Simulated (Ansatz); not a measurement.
Input file for Ansatz (a first-principles code): U-BHLYP/def2-TZVPP on GaSi+, 2S+1 = 3, a spin state set in the input, which need not be the lowest, a point of a bond scan (R = 2.843 Å). Charge +1.

Ansatz 0.2 input:
```yaml
crystal:
  periodic: [false, false, false]
  atoms:
    - {symbol: Si, position_ang: [0.00000000, 0.00000000, 0.00000000]}
    - {symbol: Ga, position_ang: [0.00000000, 0.00000000, 2.84315100]}
basis:
  gaussian:
    orbitals: def2-TZVPP
    pivot_positions_ang: [[0.00000000, 0.00000000, 0.00000000], [0.00000000, 0.00000000, 2.84315100]]
hamiltonian:
  xc: {name: BHLYP}
total_charge: 1
magnetization: {spin_polarized: true, initial_magnetization: 2}
output: {forces: true, orbitals: {seedname: ./end}}
```

It printed:

```
WARN ansatz: RAYON_NUM_THREADS=1 ignored (pool sized by the plan → 1); use --threads N
Functional definition: BHLYP
integrals: 0.03 GiB planned
763 factors; their error is unknown
mean field: 0.40 GiB planned
mean field evaluation 1: about -60244.3762 eV, gradient 8.3e0 eV
mean field evaluation 2: about -60244.8110 eV, gradient 5.6e0 eV
mean field evaluation 4: about -60244.9854 eV, gradient 5.4e-1 eV
mean field evaluation 8: about -60245.4283 eV, gradient 1.6e-1 eV
mean field evaluation 16: about -60245.4284 eV, gradient 5.7e-5 eV
mean field -60245.42836528 eV, -2213.9786566060 hartree, gradient 2.2e-5 eV, S^2 2.013383; 1 other end points of the search recorded, 0 dependent functions left out
the calculation of the forces begins
reference -60245.42849504 eV, -2213.9786613745 hartree; 23, 21 occupied and 67, 69 virtual orbitals, 763 factors
Total energy: -60245.42849504 eV, -2213.9786613745 hartree
Atom 0 at     0.000000     0.000000     0.000000 Å, force    -0.000000     0.000000    -0.085569 eV/Å
Atom 1 at     0.000000     0.000000     2.843151 Å, force    -0.000000     0.000000     0.085569 eV/Å
Dipole moment:    -0.000000     0.000000    -0.237509 e Å
```

Self-consistency was reached.

Cost: around 2.8 core-seconds (rough).
